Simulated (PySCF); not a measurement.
A geometry optimisation on `[I][Cr]([I])([I])[I]` [triplet].

Computed with PBE0-D3(BJ)/def2-SVP geometry optimisation, gas phase, def2 core potentials past Kr (PySCF 2.14.0). Start geometry: GFN2-xTB. A driver script takes a list of jobs; this job's settings line and coordinates (Å) are shown.

Command:
```bash
OMP_NUM_THREADS=1 python probes_run.py task.json out
```

Input:
```
{"job": {"xc": "PBE0", "basis": "def2-SVP", "d3": "d3bj", "grid": 1, "maxiter": 40, "shake": 0.03, "kind": "geom"}, "charge": 0, "multiplicity": 3}
Cr     0.060900    -0.077020     0.013160
I     -0.006800    -0.029840     2.538830
I      2.336690     0.003280    -0.884260
I     -1.108280     2.088920    -0.841190
I     -1.207670    -2.095810    -0.888660
```

Output:
```
step   0  E = -2235.13255973  max force = 0.021207
step   1  E = -2235.13635415  max force = 0.001936
step   2  E = -2235.13648339  max force = 0.001456
step   3  E = -2235.13667148  max force = 0.000271
step   4  E = -2235.13667586  max force = 0.000139
optimisation converged
```

Energies in Eh; «max force» is the largest Cartesian gradient component in Eh/bohr.

Give the first gradient maximum in eV/Å.

With 1 Eh/bohr = 51.422 eV/Å, 1.091 eV/Å.

Summary of the converged run: final energy -2235.13668 Eh after 4 steps; dipole 0.02 D.

Hardware: one thread of an Arm Neoverse V2, on a shared host. Cost: 5.2 min wall, 0.69 GiB resident at most.
Labels such as C1 count atoms from 1, the log's own numbers from 0.
